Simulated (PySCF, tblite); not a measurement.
Potential energy curve for BH, singlet. Each curve is given relative to its own lowest point near equilibrium.

| R / Å | A | B | C | D |
|---|---|---|---|---|
| 0.98 | 111.1 | 66.1 | 86.5 | 92.5 |
| 1.05 | 54.9 | 21.0 | 36.9 | 41.7 |
| 1.12 | 21.8 | 2.5 | 10.5 | 13.6 |
| 1.18 | 6.7 | 0.0 | 1.1 | 2.4 |
| 1.21 | 2.6 | 1.9 | 0.0 | 0.3 |
| 1.24 | 0.5 | 5.5 | 0.8 | 0.0 |
| 1.27 | 0.0 | 10.4 | 3.3 | 1.4 |
| 1.32 | 2.2 | 20.7 | 10.4 | 6.6 |
| 1.37 | 7.5 | 33.2 | 20.6 | 14.7 |
| 1.44 | 18.8 | 53.1 | 38.7 | 29.7 |
| 1.55 | 42.3 | 88.1 | 72.7 | 58.5 |
| 1.66 | 69.9 | 126.0 | 110.2 | 90.4 |
| 1.87 | 126.7 | 199.7 | 183.1 | 153.2 |
| 2.06 | 177.5 | 263.3 | 225.9 | 207.6 |
| 2.22 | 218.0 | 312.4 | 244.9 | 249.9 |
| 2.48 | 277.1 | 381.1 | 261.1 | 311.7 |
| 2.75 | 329.1 | 436.9 | 268.7 | 366.8 |
| 3.03 | 373.3 | 479.1 | 272.2 | 414.6 |
| 3.35 | 413.2 | 511.0 | 273.8 | 458.9 |
| 3.75 | 450.5 | — | 274.6 | 502.0 |
| 4.37 | 488.0 | — | 274.9 | 547.7 |
| 4.98 | 508.8 | — | 275.0 | 575.4 |

Energies in kJ/mol.

Problem. Which curve belongs to which method? The methods are GFN2-xTB, 300 K electronic temperature (tblite); restricted B3LYP/LANL2DZ (PySCF); PySCF with restricted M06-2X/cc-pVTZ; UHF/cc-pVTZ (PySCF).

Solution. A is RKS-B3LYP/LANL2DZ; B is GFN2-xTB; C is UHF; D is RKS-M06-2X.

A dash means that the run gave no value there, or that the column was ended at a point which the program doubted or which failed a test of continuity chosen for this set; such a test can also cut sound points.

At the longest distance RKS-M06-2X leaves fractional charges on the fragments, a sign of delocalisation error or of the restricted form. The restricted form behind RKS-M06-2X, RKS-B3LYP/LANL2DZ keeps the bonding electrons paired and can't separate into open-shell fragments. The unrestricted determinant behind UHF is spin-contaminated at 0.98 to 4.98 Å (<S²> up to 1.0, against 0.00 for a pure singlet).
